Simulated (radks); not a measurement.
Spherical quantum dot in the effective-mass picture: electrons in a well V = -V0 / (1 + exp((r - R)/a)) with V0 = 23.7, R = 2.62, a = 0.13, with a point charge +1 (a donor) at the centre, all in effective atomic units (hartree* = m*/eps^2 hartree, bohr* = eps/m* bohr), one dielectric constant everywhere. Method: non-relativistic Kohn-Sham, exchange-only LDA, spin-polarised, spherical densities; computed with a radial shooting solver with Libxc functionals. Levels are named by radial order and angular momentum (1s, 1p, 1d, 2s, ...), and open shells are averaged over m. Results are scaled to m* = 0.309 and eps = 12.1, for which hartree* = 57.43 meV and bohr* = 2.072 nm.

N = 27, configuration 1s2 1p6 1d10 2s2 1f(up 7, down 0). This is the lowest configuration that the search found. Occupied and some empty levels:

level,occupation,eigenvalue (meV),<r> (nm)
1s up,1,-575.05,3.455
1s down,1,-568.26,3.410
1p up,3,-549.47,3.720
1p down,3,-541.83,3.704
1d up,5,-509.57,3.887
1d down,5,-501.51,3.880
1f up,7,-456.60,4.021
2s up,1,-456.32,2.344
2s down,1,-453.55,2.361
1f down,0,-448.31,4.018
1g up,0,-391.79,4.135
1g down,0,-383.38,4.135
2p up,0,-369.31,2.932
2p down,0,-365.34,2.927
2d up,0,-284.47,3.260
2d down,0,-279.61,3.254

Energy (meV): total -23785.3, kinetic 3215.3, external -36615, Hartree 10503, exchange-correlation -888.89.
